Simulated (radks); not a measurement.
The numbers below are computed, except where a source is named.
Trend from Sc+ to Zn+: ionisation energy by Delta-SCF between NIST ground configurations, and size. Code: a radial shooting solver on a logarithmic mesh with Libxc functionals. Model: Dirac Kohn-Sham, PBEsol, spin-unpolarised, spherical densities, finite nucleus; open shells fill j = l - 1/2 first; Fermi nuclear charge, rms radius of each element as measured or else 0.836 A^(1/3) + 0.57 fm.

| species | configuration | IE (eV) | NIST (eV) | kind | outermost | <r> outermost (bohr) |
|---|---|---|---|---|---|---|
| Sc+ | [Ar] 3d1 4s1 | 12.649 | 12.800 | exp. | 4s1/2 | 3.36 |
| Ti+ | [Ar] 3d2 4s1 | 13.467 | 13.576 | exp. | 4s1/2 | 3.18 |
| V+ | [Ar] 3d4 | 14.800 | 14.63 | exp. | 3d3/2 | 1.55 |
| Cr+ | [Ar] 3d5 | 15.947 | 16.486 | exp. | 3d5/2 | 1.42 |
| Mn+ | [Ar] 3d5 4s1 | 15.505 | 15.640 | exp. | 4s1/2 | 2.80 |
| Fe+ | [Ar] 3d6 4s1 | 16.111 | 16.199 | exp. | 4s1/2 | 2.70 |
| Co+ | [Ar] 3d8 | 19.224 | 17.084 | exp. | 3d5/2 | 1.14 |
| Ni+ | [Ar] 3d9 | 20.226 | 18.169 | exp. | 3d5/2 | 1.08 |
| Cu+ | [Ar] 3d10 | 21.194 | 20.292 | exp. | 3d5/2 | 1.02 |
| Zn+ | [Ar] 3d10 4s1 | 18.349 | 17.964 | exp. | 4s1/2 | 2.39 |

Reference values: NIST Atomic Spectra Database (exp. = measured, semi-emp. = semi-empirical, theory = theoretical value adopted there). Spin polarisation and multiplet splitting are left out, so open shells lie too high by an amount that depends on their filling.

Beside tabulated values, note that spin-unpolarised runs miss the spin-polarisation part of the exchange energy of open shells.
